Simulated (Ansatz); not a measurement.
`[NH2][Mo](=[O])([OH])=[S]` + H₂O → `[O]=[Mo]([OH])([OH])=[S]` + NH₃  (formal hydrolysis of a Mo–N bond)

Calculated with Ansatz (gas phase, PBE0-D4/def2-TZVP geometries, no zero-point term in ΔE). CBS: MP2 limit from def2 TZ/QZ plus the TZ coupled-cluster correction, frozen cores. This one scheme is used for every species. Functionals use def2-TZVPP. Elements past krypton have def2 core potentials. For Mo outer-core shells are correlated without core-valence functions, which leaves a few kJ/mol of doubt a bond. Each species was taken in one conformer, which may not be the lowest.

| level | ΔE (kJ/mol) |
| --- | --- |
| BHLYP-D4 | -16.5 |
| ωB97M-V | -17.6 |
| r2SCAN | -23.4 |
| r2SCAN0 | -18.6 |

Problem. What does CCSD(T)/CBS give? (Best estimate.)

Solution. Computed: -11.6 kJ/mol. The listed levels differ from it by -4.9, -6.0, -11.8, -7.0 kJ/mol.

Largest T1 diagnostic among the species: 0.025, so the coupled-cluster value is less sure than usual.

From BLYP to BHLYP (50 % exact exchange), in def2-TZVPP and without D4, ΔE moves by +7.2 kJ/mol. In def2-TZVPP, CCSD(T) changes the Hartree–Fock value by +5.7 kJ/mol (the triples alone add −0.5 kJ/mol) and MP2 by +7.8 kJ/mol.
